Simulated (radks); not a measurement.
The numbers below are computed, except where a source is named.
Q: The mean radii <r> (bohr) of the occupied orbitals of an atom or ion are listed with their occupations. Code: a radial shooting solver on a logarithmic mesh with Libxc functionals. Model: scalar-relativistic Kohn-Sham, PBE, spin-unpolarised, spherical densities, point nucleus.

| orbital | occ. | <r> |
|---|---|---|
| 1s | 2 | 0.02842 |
| 2s | 2 | 0.1226 |
| 2p | 6 | 0.1071 |
| 3s | 2 | 0.3305 |
| 3p | 6 | 0.3287 |
| 3d | 10 | 0.3054 |
| 4s | 2 | 0.7905 |
| 4p | 6 | 0.8515 |
| 4d | 10 | 1.020 |
| 5s | 2 | 2.021 |

Name the element and its charge.

A: Z = 51, antimony, charge +3: Sb3+ in [Kr] 4d10 5s2. The 1s radius gives Z: for a bare nucleus <r> = (2 gamma + 1)/(2Z) with gamma = sqrt(1 - (Z/c)^2), 0.028 bohr for Z = 51, and screening makes it slightly larger (0.02842 here). The occupations add up to 48, and the charge is Z minus that.
